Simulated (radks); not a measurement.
Results of a calculation; reference values are marked as such.
Task: These are the eigenvalues of the occupied orbitals of an atom or ion with whole-number occupations (eV). Code: a radial shooting solver on a logarithmic mesh with Libxc functionals. Model: scalar-relativistic Kohn-Sham, LB94 model potential, spin-polarised, spherical densities, finite nucleus; Fermi nuclear charge, rms radius of each element as measured or else 0.836 A^(1/3) + 0.57 fm.

| orbital | eigenvalue |
|---|---|
| 1s down | -49367.60 |
| 1s up | -49367.53 |
| 2s up | -8805.694 |
| 2s down | -8805.244 |
| 2p up | -7941.617 |
| 2p down | -7941.372 |
| 3s up | -2556.916 |
| 3s down | -2556.729 |
| 3p up | -2287.249 |
| 3p down | -2286.968 |
| 3d up | -1930.061 |
| 3d down | -1929.251 |
| 4s up | -1062.843 |
| 4s down | -1060.629 |
| 4p up | -966.3973 |
| 4p down | -964.0604 |
| 4d up | -834.5396 |

Which element is it, and in what charge state? The configuration may be excited. Open shells, if any, are filled with parallel spins first.

Result: Z = 63, europium, charge +25: Eu25+ in [Kr] 4d2. The list shows which subshells hold electrons but not how many an open one holds; the 1s level, -1814.2 hartree, gives Z - s = 60.2 by -(Z - s)^2/2, which with screening and relativity narrows Z to a few neighbours, and the depths of the outer levels then fix element, charge and occupations together.
